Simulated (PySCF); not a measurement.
# Computed records: AlF2

All values are calculated (PySCF 2.14.0). Calculation on a computer-drawn molecule: vertical ionisation energy to the stated ion spin, frozen-core CCSD(T) at the basis limit and cheaper methods, single-reference cases, UHF for radicals, no spin-orbit; all values are single points at the evaluated structure, the first of each entry, which is the reference or a displaced copy of it and isn't optimised; the reference structure only sets the zero of the energies above reference; triples share is (T) over the correlation energy.

Common to all runs: charge 0; multiplicity 2; ion multiplicity 1; diffuse functions no; basis cc-pV(n+d)Z; reference is the Hartree-Fock double-zeta minimum; best is HF at quadruple zeta + MP2 correlation extrapolated from triple and quadruple zeta + CCSD(T) minus MP2 at triple zeta; basis step is the size of the change from the same recipe one zeta lower.

(1) AlF2

Evaluated structure:
```xyz
3
AlF2
F      0.6777    -3.8764     2.4416
Al     0.5933    -3.2140     0.8081
F      1.3805    -3.9258    -0.2529
```

Reference structure:
```xyz
3
AlF2
F      0.7364    -3.9079     2.4446
Al     0.4883    -3.2542     0.9517
F      1.3436    -3.8957    -0.3031
```

* ionisation energy best: 9.51 eV
* ionisation energy basis step: 0.004668 eV
* energy above reference best: 13.16 kcal/mol
* energy above reference basis step: 0.04124 kcal/mol
* total energy HF triple zeta: -440.9917 hartree
* total energy CCSD(T) triple zeta: -441.5654 hartree
* total energy best: -441.6796 hartree
* T1 diagnostic at triple zeta: 0.01513
* D1 diagnostic at triple zeta: 0.04045
* spin squared at triple zeta: 0.7513
* ion T1 diagnostic at triple zeta: 0.0184
* ion D1 diagnostic at triple zeta: 0.05243
* triples share at triple zeta: 0.02804
* basis functions triple zeta: 99
* dipole magnitude HF at triple zeta: 2.353 debye
* dipole magnitude CCSD unrelaxed at triple zeta: 2.124 debye
* dipole magnitude PBE at triple zeta: 1.986 debye
* dipole magnitude r2SCAN at triple zeta: 2.082 debye
* dipole magnitude B3LYP at triple zeta: 2.192 debye
* dipole magnitude wB97X at triple zeta: 2.091 debye

Drawn bonds:
| atom | other atom | order |
| --- | --- | --- |
| 1 | 2 | 1 |
| 2 | 3 | 1 |

Triple zeta:
| method | ionisation energy (eV) | energy above reference (kcal/mol) |
| --- | --- | --- |
| HF | 9.514 | 12.17 |
| PBE | 9.497 | 13.26 |
| r2SCAN | 9.626 | 12.84 |
| B3LYP | 9.695 | 12.9 |
| wB97X | 9.43 | 12.87 |
| MP2 | 9.37 | 13.29 |
| CCSD | 9.477 | 13.01 |
| CCSD(T) | 9.442 | 13.12 |

(2) AlF2

Evaluated structure:
```xyz
3
AlF2
F      0.6777    -3.8764     2.4416
Al     0.5933    -3.2140     0.8081
F      1.3558    -3.9035    -0.2197
```

Reference structure:
```xyz
3
AlF2
F      0.7364    -3.9079     2.4446
Al     0.4883    -3.2542     0.9517
F      1.3436    -3.8957    -0.3031
```

* ionisation energy best: 9.426 eV
* ionisation energy basis step: 0.0007871 eV
* energy above reference best: 22.02 kcal/mol
* energy above reference basis step: 0.1574 kcal/mol
* total energy HF triple zeta: -440.9792 hartree
* total energy CCSD(T) triple zeta: -441.5513 hartree
* total energy best: -441.6655 hartree
* T1 diagnostic at triple zeta: 0.01488
* D1 diagnostic at triple zeta: 0.03976
* spin squared at triple zeta: 0.7513
* ion T1 diagnostic at triple zeta: 0.01799
* ion D1 diagnostic at triple zeta: 0.05153
* triples share at triple zeta: 0.02775
* basis functions triple zeta: 99
* dipole magnitude HF at triple zeta: 2.346 debye
* dipole magnitude CCSD unrelaxed at triple zeta: 2.12 debye
* dipole magnitude PBE at triple zeta: 1.984 debye
* dipole magnitude r2SCAN at triple zeta: 2.079 debye
* dipole magnitude B3LYP at triple zeta: 2.184 debye
* dipole magnitude wB97X at triple zeta: 2.091 debye

Drawn bonds:
| atom | other atom | order |
| --- | --- | --- |
| 1 | 2 | 1 |
| 2 | 3 | 1 |

Triple zeta:
| method | ionisation energy (eV) | energy above reference (kcal/mol) |
| --- | --- | --- |
| HF | 9.418 | 20.04 |
| PBE | 9.423 | 22.43 |
| r2SCAN | 9.547 | 21.5 |
| B3LYP | 9.615 | 21.65 |
| wB97X | 9.345 | 21.59 |
| MP2 | 9.291 | 22.28 |
| CCSD | 9.394 | 21.71 |
| CCSD(T) | 9.362 | 21.95 |

(3) AlF2

Evaluated structure:
```xyz
3
AlF2
F      0.7277    -3.9191     2.4265
Al     0.4795    -3.2608     0.9450
F      1.3355    -3.8874    -0.3151
```

Reference structure:
```xyz
3
AlF2
F      0.7364    -3.9079     2.4446
Al     0.4883    -3.2542     0.9517
F      1.3436    -3.8957    -0.3031
```

- ionisation energy best: 9.537 eV
- ionisation energy basis step: 0.003675 eV
- energy above reference best: 0.0198 kcal/mol
- energy above reference basis step: 0.03377 kcal/mol
- total energy HF triple zeta: -441.0113 hartree
- total energy CCSD(T) triple zeta: -441.5863 hartree
- total energy best: -441.7006 hartree
- T1 diagnostic at triple zeta: 0.01513
- D1 diagnostic at triple zeta: 0.03946
- spin squared at triple zeta: 0.7513
- ion T1 diagnostic at triple zeta: 0.01822
- ion D1 diagnostic at triple zeta: 0.05045
- triples share at triple zeta: 0.02821
- basis functions triple zeta: 99
- dipole magnitude HF at triple zeta: 2.068 debye
- dipole magnitude CCSD unrelaxed at triple zeta: 1.871 debye
- dipole magnitude PBE at triple zeta: 1.768 debye
- dipole magnitude r2SCAN at triple zeta: 1.847 debye
- dipole magnitude B3LYP at triple zeta: 1.967 debye
- dipole magnitude wB97X at triple zeta: 1.836 debye

Drawn bonds:
| atom | other atom | order |
| --- | --- | --- |
| 1 | 2 | 1 |
| 2 | 3 | 1 |

Triple zeta:
| method | ionisation energy (eV) | energy above reference (kcal/mol) |
| --- | --- | --- |
| HF | 9.543 | -0.1382 |
| PBE | 9.521 | 0.1167 |
| r2SCAN | 9.652 | 0.01502 |
| B3LYP | 9.721 | 0.03727 |
| wB97X | 9.454 | 0.02822 |
| MP2 | 9.393 | 0.04019 |
| CCSD | 9.504 | -0.009635 |
| CCSD(T) | 9.469 | 0.01549 |

(4) AlF2

Evaluated structure:
```xyz
3
AlF2
F      0.7377    -3.9090     2.4444
Al     0.4878    -3.2523     0.9508
F      1.2833    -3.8519    -0.2182
```

Reference structure:
```xyz
3
AlF2
F      0.7364    -3.9079     2.4446
Al     0.4883    -3.2542     0.9517
F      1.3436    -3.8957    -0.3031
```

* ionisation energy best: 9.363 eV
* ionisation energy basis step: 0.006789 eV
* energy above reference best: 5.296 kcal/mol
* energy above reference basis step: 0.3561 kcal/mol
* total energy HF triple zeta: -441.0059 hartree
* total energy CCSD(T) triple zeta: -441.5779 hartree
* total energy best: -441.6921 hartree
* T1 diagnostic at triple zeta: 0.01449
* D1 diagnostic at triple zeta: 0.03726
* spin squared at triple zeta: 0.7511
* ion T1 diagnostic at triple zeta: 0.01711
* ion D1 diagnostic at triple zeta: 0.04732
* triples share at triple zeta: 0.02759
* basis functions triple zeta: 99
* dipole magnitude HF at triple zeta: 1.886 debye
* dipole magnitude CCSD unrelaxed at triple zeta: 1.715 debye
* dipole magnitude PBE at triple zeta: 1.63 debye
* dipole magnitude r2SCAN at triple zeta: 1.701 debye
* dipole magnitude B3LYP at triple zeta: 1.814 debye
* dipole magnitude wB97X at triple zeta: 1.685 debye

Drawn bonds:
| atom | other atom | order |
| --- | --- | --- |
| 1 | 2 | 1 |
| 2 | 3 | 1 |

Triple zeta:
| method | ionisation energy (eV) | energy above reference (kcal/mol) |
| --- | --- | --- |
| HF | 9.342 | 3.293 |
| PBE | 9.371 | 6.34 |
| r2SCAN | 9.488 | 5.139 |
| B3LYP | 9.557 | 5.399 |
| wB97X | 9.274 | 5.262 |
| MP2 | 9.231 | 5.555 |
| CCSD | 9.333 | 4.95 |
| CCSD(T) | 9.305 | 5.248 |

(5) AlF2

Evaluated structure:
```xyz
3
AlF2
F      0.7311    -3.8603     2.4659
Al     0.5053    -3.3387     1.0519
F      1.3761    -3.9415    -0.2342
```

Reference structure:
```xyz
3
AlF2
F      0.7364    -3.9079     2.4446
Al     0.4883    -3.2542     0.9517
F      1.3436    -3.8957    -0.3031
```

* ionisation energy best: 9.255 eV
* ionisation energy basis step: 0.006274 eV
* energy above reference best: 6.67 kcal/mol
* energy above reference basis step: 0.2745 kcal/mol
* total energy HF triple zeta: -441.0034 hartree
* total energy CCSD(T) triple zeta: -441.5758 hartree
* total energy best: -441.6900 hartree
* T1 diagnostic at triple zeta: 0.0146
* D1 diagnostic at triple zeta: 0.03699
* spin squared at triple zeta: 0.7512
* ion T1 diagnostic at triple zeta: 0.01696
* ion D1 diagnostic at triple zeta: 0.04642
* triples share at triple zeta: 0.02767
* basis functions triple zeta: 99
* dipole magnitude HF at triple zeta: 1.661 debye
* dipole magnitude CCSD unrelaxed at triple zeta: 1.513 debye
* dipole magnitude PBE at triple zeta: 1.456 debye
* dipole magnitude r2SCAN at triple zeta: 1.511 debye
* dipole magnitude B3LYP at triple zeta: 1.624 debye
* dipole magnitude wB97X at triple zeta: 1.494 debye

Drawn bonds:
| atom | other atom | order |
| --- | --- | --- |
| 1 | 2 | 1 |
| 2 | 3 | 1 |

Triple zeta:
| method | ionisation energy (eV) | energy above reference (kcal/mol) |
| --- | --- | --- |
| HF | 9.219 | 4.839 |
| PBE | 9.276 | 7.487 |
| r2SCAN | 9.386 | 6.447 |
| B3LYP | 9.455 | 6.622 |
| wB97X | 9.17 | 6.563 |
| MP2 | 9.12 | 6.87 |
| CCSD | 9.221 | 6.286 |
| CCSD(T) | 9.195 | 6.55 |

(6) AlF2

Evaluated structure:
```xyz
3
AlF2
F      0.7311    -3.8603     2.4659
Al     0.5235    -3.3808     1.1660
F      1.3943    -3.9836    -0.1201
```

Reference structure:
```xyz
3
AlF2
F      0.7364    -3.9079     2.4446
Al     0.4883    -3.2542     0.9517
F      1.3436    -3.8957    -0.3031
```

* ionisation energy best: 9.033 eV
* ionisation energy basis step: 0.01562 eV
* energy above reference best: 33.85 kcal/mol
* energy above reference basis step: 0.5257 kcal/mol
* total energy HF triple zeta: -440.9642 hartree
* total energy CCSD(T) triple zeta: -441.5327 hartree
* total energy best: -441.6466 hartree
* T1 diagnostic at triple zeta: 0.01397
* D1 diagnostic at triple zeta: 0.03509
* spin squared at triple zeta: 0.7511
* ion T1 diagnostic at triple zeta: 0.01586
* ion D1 diagnostic at triple zeta: 0.04379
* triples share at triple zeta: 0.02693
* basis functions triple zeta: 99
* dipole magnitude HF at triple zeta: 1.652 debye
* dipole magnitude CCSD unrelaxed at triple zeta: 1.508 debye
* dipole magnitude PBE at triple zeta: 1.447 debye
* dipole magnitude r2SCAN at triple zeta: 1.502 debye
* dipole magnitude B3LYP at triple zeta: 1.599 debye
* dipole magnitude wB97X at triple zeta: 1.496 debye

Drawn bonds:
| atom | other atom | order |
| --- | --- | --- |
| 1 | 2 | 1 |
| 2 | 3 | 1 |

Triple zeta:
| method | ionisation energy (eV) | energy above reference (kcal/mol) |
| --- | --- | --- |
| HF | 8.964 | 29.44 |
| PBE | 9.082 | 35.35 |
| r2SCAN | 9.177 | 33.02 |
| B3LYP | 9.244 | 33.42 |
| wB97X | 8.946 | 33.29 |
| MP2 | 8.913 | 34.36 |
| CCSD | 9.002 | 33.03 |
| CCSD(T) | 8.984 | 33.62 |

(7) AlF2

Evaluated structure:
```xyz
3
AlF2
F      0.7311    -3.8603     2.4659
Al     0.4709    -3.2593     0.8366
F      1.3417    -3.8621    -0.4495
```

Reference structure:
```xyz
3
AlF2
F      0.7364    -3.9079     2.4446
Al     0.4883    -3.2542     0.9517
F      1.3436    -3.8957    -0.3031
```

* ionisation energy best: 9.676 eV
* ionisation energy basis step: 0.02034 eV
* energy above reference best: 3.379 kcal/mol
* energy above reference basis step: 0.5487 kcal/mol
* total energy HF triple zeta: -441.0023 hartree
* total energy CCSD(T) triple zeta: -441.5810 hartree
* total energy best: -441.6952 hartree
* T1 diagnostic at triple zeta: 0.01618
* D1 diagnostic at triple zeta: 0.04287
* spin squared at triple zeta: 0.7516
* ion T1 diagnostic at triple zeta: 0.01972
* ion D1 diagnostic at triple zeta: 0.0547
* triples share at triple zeta: 0.0291
* basis functions triple zeta: 99
* dipole magnitude HF at triple zeta: 2.19 debye
* dipole magnitude CCSD unrelaxed at triple zeta: 1.969 debye
* dipole magnitude PBE at triple zeta: 1.86 debye
* dipole magnitude r2SCAN at triple zeta: 1.942 debye
* dipole magnitude B3LYP at triple zeta: 2.068 debye
* dipole magnitude wB97X at triple zeta: 1.944 debye

Drawn bonds:
| atom | other atom | order |
| --- | --- | --- |
| 1 | 2 | 1 |
| 2 | 3 | 1 |

Triple zeta:
| method | ionisation energy (eV) | energy above reference (kcal/mol) |
| --- | --- | --- |
| HF | 9.707 | 5.522 |
| PBE | 9.642 | 1.809 |
| r2SCAN | 9.783 | 3.256 |
| B3LYP | 9.856 | 2.877 |
| wB97X | 9.609 | 3.118 |
| MP2 | 9.514 | 3.062 |
| CCSD | 9.637 | 3.684 |
| CCSD(T) | 9.592 | 3.32 |

(8) AlF2

Evaluated structure:
```xyz
3
AlF2
F      0.7367    -3.9067     2.4532
Al     0.5418    -3.2683     0.9531
F      1.3509    -3.8965    -0.2915
```

Reference structure:
```xyz
3
AlF2
F      0.7364    -3.9079     2.4446
Al     0.4883    -3.2542     0.9517
F      1.3436    -3.8957    -0.3031
```

- ionisation energy best: 9.412 eV
- ionisation energy basis step: 0.0002665 eV
- energy above reference best: 0.473 kcal/mol
- energy above reference basis step: 0.1205 kcal/mol
- total energy HF triple zeta: -441.0114 hartree
- total energy CCSD(T) triple zeta: -441.5856 hartree
- total energy best: -441.6998 hartree
- T1 diagnostic at triple zeta: 0.01495
- D1 diagnostic at triple zeta: 0.03832
- spin squared at triple zeta: 0.7512
- ion T1 diagnostic at triple zeta: 0.01768
- ion D1 diagnostic at triple zeta: 0.04846
- triples share at triple zeta: 0.02804
- basis functions triple zeta: 99
- dipole magnitude HF at triple zeta: 1.814 debye
- dipole magnitude CCSD unrelaxed at triple zeta: 1.647 debye
- dipole magnitude PBE at triple zeta: 1.575 debye
- dipole magnitude r2SCAN at triple zeta: 1.639 debye
- dipole magnitude B3LYP at triple zeta: 1.757 debye
- dipole magnitude wB97X at triple zeta: 1.621 debye

Drawn bonds:
| atom | other atom | order |
| --- | --- | --- |
| 1 | 2 | 1 |
| 2 | 3 | 1 |

Triple zeta:
| method | ionisation energy (eV) | energy above reference (kcal/mol) |
| --- | --- | --- |
| HF | 9.399 | -0.169 |
| PBE | 9.413 | 0.8209 |
| r2SCAN | 9.534 | 0.4249 |
| B3LYP | 9.603 | 0.4919 |
| wB97X | 9.328 | 0.4839 |
| MP2 | 9.27 | 0.5409 |
| CCSD | 9.378 | 0.324 |
| CCSD(T) | 9.347 | 0.4235 |

(9) AlF2

Evaluated structure:
```xyz
3
AlF2
F      0.7298    -3.8887     2.4365
Al     0.4324    -3.2151     0.9570
F      1.3543    -3.9517    -0.3054
```

Reference structure:
```xyz
3
AlF2
F      0.7364    -3.9079     2.4446
Al     0.4883    -3.2542     0.9517
F      1.3436    -3.8957    -0.3031
```

* ionisation energy best: 9.832 eV
* ionisation energy basis step: 0.01621 eV
* energy above reference best: 2.202 kcal/mol
* energy above reference basis step: 0.2811 kcal/mol
* total energy HF triple zeta: -441.0057 hartree
* total energy CCSD(T) triple zeta: -441.5827 hartree
* total energy best: -441.6971 hartree
* T1 diagnostic at triple zeta: 0.01577
* D1 diagnostic at triple zeta: 0.0429
* spin squared at triple zeta: 0.7514
* ion T1 diagnostic at triple zeta: 0.01979
* ion D1 diagnostic at triple zeta: 0.0563
* triples share at triple zeta: 0.02873
* basis functions triple zeta: 99
* dipole magnitude HF at triple zeta: 2.709 debye
* dipole magnitude CCSD unrelaxed at triple zeta: 2.436 debye
* dipole magnitude PBE at triple zeta: 2.255 debye
* dipole magnitude r2SCAN at triple zeta: 2.374 debye
* dipole magnitude B3LYP at triple zeta: 2.495 debye
* dipole magnitude wB97X at triple zeta: 2.382 debye

Drawn bonds:
| atom | other atom | order |
| --- | --- | --- |
| 1 | 2 | 1 |
| 2 | 3 | 1 |

Triple zeta:
| method | ionisation energy (eV) | energy above reference (kcal/mol) |
| --- | --- | --- |
| HF | 9.884 | 3.383 |
| PBE | 9.774 | 1.403 |
| r2SCAN | 9.927 | 2.177 |
| B3LYP | 9.998 | 2.045 |
| wB97X | 9.753 | 2.092 |
| MP2 | 9.681 | 2.068 |
| CCSD | 9.802 | 2.461 |
| CCSD(T) | 9.755 | 2.261 |

(10) AlF2

Evaluated structure:
```xyz
3
AlF2
F      0.7375    -3.9074     2.4444
Al     0.4885    -3.2535     0.9522
F      1.3423    -3.8944    -0.3034
```

Reference structure:
```xyz
3
AlF2
F      0.7364    -3.9079     2.4446
Al     0.4883    -3.2542     0.9517
F      1.3436    -3.8957    -0.3031
```

- ionisation energy best: 9.558 eV
- ionisation energy basis step: 0.004742 eV
- energy above reference best: -0.0004858 kcal/mol
- energy above reference basis step: 0.002826 kcal/mol
- total energy HF triple zeta: -441.0111 hartree
- total energy CCSD(T) triple zeta: -441.5863 hartree
- total energy best: -441.7006 hartree
- T1 diagnostic at triple zeta: 0.01519
- D1 diagnostic at triple zeta: 0.03971
- spin squared at triple zeta: 0.7513
- ion T1 diagnostic at triple zeta: 0.01834
- ion D1 diagnostic at triple zeta: 0.05085
- triples share at triple zeta: 0.02826
- basis functions triple zeta: 99
- dipole magnitude HF at triple zeta: 2.104 debye
- dipole magnitude CCSD unrelaxed at triple zeta: 1.902 debye
- dipole magnitude PBE at triple zeta: 1.795 debye
- dipole magnitude r2SCAN at triple zeta: 1.877 debye
- dipole magnitude B3LYP at triple zeta: 1.997 debye
- dipole magnitude wB97X at triple zeta: 1.867 debye

Drawn bonds:
| atom | other atom | order |
| --- | --- | --- |
| 1 | 2 | 1 |
| 2 | 3 | 1 |

Triple zeta:
| method | ionisation energy (eV) | energy above reference (kcal/mol) |
| --- | --- | --- |
| HF | 9.566 | -0.01352 |
| PBE | 9.539 | 0.007559 |
| r2SCAN | 9.671 | -0.0008505 |
| B3LYP | 9.741 | 0.0009538 |
| wB97X | 9.475 | 0.0002246 |
| MP2 | 9.413 | 0.00118 |
| CCSD | 9.525 | -0.002968 |
| CCSD(T) | 9.489 | -0.0008844 |
